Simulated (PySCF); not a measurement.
**Electron correlation in Ge¹⁵⁺ (germanium, charge +15)**

[Ne] 3s2 3p5, 2P determinant. All numbers are calculated (PySCF 2.14, scalar relativity by spin-free X2C-1e, in an uncontracted even-tempered set (19 s from 1.1 bohr⁻², ratio 2.5; 12 p from 1.4 bohr⁻², ratio 2.5; 5 d from 8.6 bohr⁻², ratio 2.7; 4 f from 13 bohr⁻², ratio 2.7)). Frozen: 1s2; 15 electrons correlated; the 22 highest virtual orbitals of each spin left out.

```
  level  correlation energy (mhartree)
   CCSD                        -578.05
    (T)                          -2.73
CCSD(T)                        -580.78
```

Diagnostics: T1 = 0.0016, D1 = 0.0067, largest double amplitude 0.033.

Spin-orbit coupling, absent here, splits the open shell strongly.

Cost of the coupled-cluster step: of the order of 29 core-seconds, for 15 correlated electrons.

Iterations:

```
CC2 = 0
CCSD nocc = (np.int64(8), np.int64(7)), nmo = (85, 85)
frozen orbitals [[0, 86, 87, 88, 89, 90, 91, 92, 93, 94, 95, 96, 97, 98, 99, 100, 101, 102, 103, 104, 105, 106, 107], [0, 86, 87, 88, 89, 90, 91, 92, 93, 94, 95, 96, 97, 98, 99, 100, 101, 102, 103, 104, 105, 106, 107]]
max_cycle = 100
direct = 0
conv_tol = 1e-08
conv_tol_normt = 1e-06
diis_space = 8
diis_start_cycle = 0
Init t2, MP2 energy = -0.56301576706742
Init E_corr(UCCSD) = -0.563015767067649
cycle = 1  E_corr(UCCSD) = -0.574385163993464  dE = -0.0113693969  norm(t1,t2) = 0.0143055
cycle = 2  E_corr(UCCSD) = -0.577301600477546  dE = -0.00291643648  norm(t1,t2) = 0.00351432
cycle = 3  E_corr(UCCSD) = -0.5780634900065  dE = -0.000761889529  norm(t1,t2) = 0.000991885
cycle = 4  E_corr(UCCSD) = -0.578051863996104  dE = 1.16260104e-05  norm(t1,t2) = 7.05828e-05
cycle = 5  E_corr(UCCSD) = -0.578050056788786  dE = 1.80720732e-06  norm(t1,t2) = 6.3584e-06
cycle = 6  E_corr(UCCSD) = -0.578050450924406  dE = -3.9413562e-07  norm(t1,t2) = 1.24684e-06
cycle = 7  E_corr(UCCSD) = -0.578050430939611  dE = 1.99847955e-08  norm(t1,t2) = 8.66964e-08
cycle = 8  E_corr(UCCSD) = -0.578050430776981  dE = 1.62630021e-10  norm(t1,t2) = 1.39642e-08
UCCSD converged
E(UCCSD) = -1987.714657669207  E_corr = -0.5780504307769806
UCCSD(T) correction = -0.00272621374867059
```

At this charge the one-electron X2C treatment keeps the bare 1/r₁₂, with no two-electron picture change or Breit term. The effect here is smaller than on the frozen 1s shell; and a scalar Hamiltonian misses the large spin-orbit splitting of the p shells, which matters for ns² → np² pairs.
